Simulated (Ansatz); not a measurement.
A calculation with Ansatz (development build ahead of 0.2.0).

```yaml
crystal:
  periodic: [false, false, false]
  atoms:
    - { symbol: Ge, position_ang: [-0.00155, 0.05116, 0.03819] }
    - { symbol: H, position_ang: [0.85283, 0.90838, 0.9346] }
    - { symbol: H, position_ang: [0.9627, -0.86425, -0.85896] }
    - { symbol: H, position_ang: [-0.84516, 0.87441, -0.90702] }
    - { symbol: H, position_ang: [-0.92089, -0.80432, 0.89259] }
basis:
  gaussian: { orbitals: STO-3G }
hamiltonian:
  xc: hf
correlation:
  method: mp2
  frozen_orbitals: { Ge: 9, H: 0 }
```

The input is written out in the form of the current development build from the run's settings.

Output:

| Quantity | Value |
| --- | --- |
| Converged | yes |
| Reference energy | -2054.07149 hartree |
| Correlation energy | -0.04455 hartree |
| Total energy | -2054.11604 hartree |
| Spin squared of the determinant | 0.000 |
